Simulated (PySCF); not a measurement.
**As³⁺ (arsenic, charge +3) across methods**

[Ar] 3d10 4s2, closed-shell 1S. Calculation: PySCF 2.14, in x2c-TZVPPall with one added diffuse shell each of s, p, d type (7s6p5d1f, 57 functions); the spin-free X2C one-electron Hamiltonian (Gaussian nucleus).

| method | E (hartree) | mean ε 3p (eV) | mean ε 3d (eV) | mean ε 4s (eV) | Σ⟨r²⟩ (bohr²) | ⟨S²⟩ |
| --- | --- | --- | --- | --- | --- | --- |
| wB97X | -2258.698 | -176.58 | -81.403 | -48.352 | 16.35 | 0.000 |
| BHandHLYP | -2258.613 | -182.61 | -83.511 | -46.799 | 16.44 | 0.000 |
| LDA | -2255.174 | -168.07 | -75.488 | -44.833 | 16.36 | 0.000 |
| PBE0 | -2258.355 | -175.51 | -79.350 | -45.561 | 16.39 | 0.000 |
| PBE | -2258.318 | -168.19 | -75.092 | -44.405 | 16.40 | 0.000 |
| PBEsol | -2256.687 | -168.01 | -75.124 | -44.435 | 16.38 | 0.000 |
| r2SCAN | -2258.590 | -171.80 | -76.009 | -44.702 | 16.37 | 0.000 |
| HSE06 | -2258.353 | -175.09 | -78.879 | -45.295 | 16.38 | 0.000 |

Estimate the same row for UHF.

E (hartree) = -2256.99830; mean ε 3p (eV) = -196.05; mean ε 3d (eV) = -90.888; mean ε 4s (eV) = -48.075; Σ⟨r²⟩ (bohr²) = 16.52; ⟨S²⟩ = 0.000.
